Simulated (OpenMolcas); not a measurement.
## neutral phosphorus: effect of the active space

```json
{"Program": "OpenMolcas 26.06", "Method": "CASSCF or its RAS form", "Basis": "ANO-RCC-VTZP", "Scalar Hamiltonian": "X2C, point nucleus", "Spin-orbit coupling": "RASSI with atomic mean-field integrals over the reference wave functions, term energies averaged over their components"}
```

A. 3 electrons in 3 orbitals (3p); 2S+1 = 4 odd, 1 root; 2S+1 = 2 odd, 8 roots kept (CI in the orbitals of an earlier block); cost about 1.9 core-seconds
B. 5 electrons in 9 orbitals (RAS2 3s 3p; RAS3 3d, at most 2 electrons); 2S+1 = 4 odd, 1 root; 2S+1 = 2 odd, 8 roots kept (CI in the orbitals of an earlier block); 2S+1 = 2 even, 5 roots; cost about 22 core-seconds

Energies in eV above 3s² 3p³ ⁴S°_3/2, the measured ground level; measured values from NIST Handbook of Basic Atomic Spectroscopic Data.

```csv
Level,A,B,Measured
3s² 3p³ ⁴S°_3/2,0.0000,0.0000,0.0000
3s² 3p³ ²D°_3/2,1.9291,1.8256,1.4086
3s² 3p³ ²D°_5/2,1.9299,1.8266,1.4105
3s² 3p³ ²P°_1/2,3.2164,2.8517,2.3213
3s² 3p³ ²P°_3/2,3.2174,2.8521,2.3245
```

Deviations, from unrounded energies. A percentage is the sum of absolute deviations over the sum of measured energies, with the sign that they share, or ± where signs differ.

| Against measurement | Levels | A | B |
| --- | --- | --- | --- |
| mean absolute deviation (cm-1) | 4 | 5700 | 3800 |
| other terms of the ground configuration (%) | 4 | +37.9 | +25.3 |

B lies closest to measurement on these levels. The largest miss of B in the table is 3s² 3p³ ²P°_1/2, by +4300 cm-1. The ranking rests on the paired levels alone, and a cruder setting can come out closer through cancelling errors.

Between A and B the level of the table that moves most is 3s² 3p³ ²P°_3/2, by 2900 cm-1 (lowest in B, highest in A).

Without dynamic correlation excited terms often stand tens of per cent too high (terms of higher spin than the ground term too low), and those without a measured partner can miss by more than the paired ones. Terms from blocks run as CI alone lack orbitals of their own. With the s shell closed, the reference lacks s² → p² mixing (holds for A). Active for correlation alone: 3d; no level in the range computed is led by a configuration that fills it, so any true level of that kind is missing (holds for B). Computed and measured levels are paired by configuration, term and J; levels that our copy of the source lacks, or whose pairing is in doubt (as where it misses far off the trend of its configuration), stay unpaired and out of the deviations. Only configurations of the active space appear. The table leaves out levels that lie high or whose names do not pair safely across all columns.

° marks odd parity.
